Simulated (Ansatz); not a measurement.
Wavefunction ladder for C2H5Al2N (`N[C]1=[C]([AlH2])[AlH]1`)

Z-matrix (Å, degrees):
```
N
C 1 1.335
H 1 1.010 2 121.2
H 1 1.003 2 121.0 3 179.6
C 2 1.402 1 129.3 3 0.2
Al 2 1.870 1 163.4 3 179.9
Al 5 1.910 2 135.0 1 -0.5
H 6 1.572 2 153.6 1 0.4
H 7 1.589 5 120.3 2 179.4
H 7 1.600 5 121.8 2 -0.7
```

Charge 0, multiplicity 1. The geometry is a stationary point of PBE0-D4/def2-TZVP. It is one conformer, not always the lowest. Frozen core, restricted reference, Ansatz 0.2.0. CBS rows extrapolate triple and quadruple zeta; past MP2 they add the triple-zeta difference.

```json
{"basis": "def2-SVP", "HF (Eh)": "-616.60393", "MP2 corr.": "-0.54684", "CCSD corr.": "-0.58830", "(T)": "?", "CCSD(T) total": "?"}
{"basis": "def2-TZVPP", "HF (Eh)": "?", "MP2 corr.": "-0.67234", "CCSD corr.": "-0.70650", "(T)": "-0.03403", "CCSD(T) total": "?"}
{"basis": "def2-QZVPP", "HF (Eh)": "-616.94181", "MP2 corr.": "?", "CCSD corr.": "–", "(T)": "–", "CCSD(T) total": "–"}
{"basis": "CBS(def2)", "HF (Eh)": "?", "MP2 corr.": "-0.75314", "CCSD corr.": "-0.78729", "(T)": "as TZ", "CCSD(T) total": "?"}
```

Problem. Fill in the withheld values. (Estimate.)

Solution. Ansatz gave: def2-SVP (T): -0.02289; def2-SVP CCSD(T) total: -617.21512; def2-TZVPP HF (Eh): -616.92191; def2-TZVPP CCSD(T) total: -617.66244; def2-QZVPP MP2 corr.: -0.71876; CBS(def2) HF (Eh): -616.94455; CBS(def2) CCSD(T) total: -617.76587.
